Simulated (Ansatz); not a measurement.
The same path of CH₄OSSi (8 atoms, charge 0, multiplicity 1) was run 3 times with different band settings. Lost on the way: C2–S3, C2–H5. Made: S3–H5.

Theory: Ansatz, RKS B3LYP-D4/def2-SVP.

Relaxed end points:

```xyz
8
Properties=species:S:1:pos:R:3
O -1.245 1.332 0.342
C -1.030 1.071 -0.813
S 0.126 -0.163 -1.391
Si 0.796 -0.827 0.586
H -1.542 1.581 -1.662
H -0.341 -1.389 1.357
H 1.785 -1.892 0.267
H 1.451 0.288 1.314
```

```xyz
8
Properties=species:S:1:pos:R:3
O -1.421 1.842 1.139
C -1.974 2.363 0.301
S 0.398 0.261 -1.610
Si 0.745 -0.766 0.262
H -0.269 -0.766 -2.189
H -0.533 -1.169 0.915
H 1.586 -1.982 0.070
H 1.468 0.217 1.111
```

Common settings: spring 5.0 eV/Å²; optimiser quadratic models (default); start path through a guess of the saddle point; iteration limit 60; end points relaxed.

| run | movable images | climbing image | force threshold |
| --- | --- | --- | --- |
| 1 | 7 | yes | 0.05 eV/Å |
| 2 | 8 | no | 0.05 eV/Å |
| 3 | 7 | yes | 0.5 eV/Å |

Task: What does each run give, and how far can it be trusted?

Result: Run 1: converged after 35 iterations, highest image 2.291 eV above the first end. The profile has 3 maxima (images 3, 5, 7) with wells between them (images 4, 6): this band takes more than one step, which may be the mechanism or a detour left from its start path. Neighbouring images differ by up to 1.9 eV, so the band resolves the path poorly. A vibrational analysis at the climbing image gives one clearly imaginary mode, 1287i cm⁻¹: a first-order saddle point.
Run 2: converged after 46 iterations, highest image 1.769 eV above the first end. Neighbouring images differ by up to 1.4 eV, so the band resolves the path poorly. No image climbed, so the highest image needn't sit at the top of the path.
Run 3: converged after 25 iterations, highest image 2.315 eV above the first end. The threshold of 0.5 eV/Å is loose, so the images may lie well off the minimum-energy path. Beside the main top the profile has a ripple of under 15 meV (maxima at images 3, 6), which may be a very shallow well or noise. Neighbouring images differ by up to 1.8 eV, so the band resolves the path poorly. The order of the stationary point at the top wasn't checked.
The orbitals stay closed-shell, which can raise the energy where a bond breaks towards radicals; this wasn't checked here.
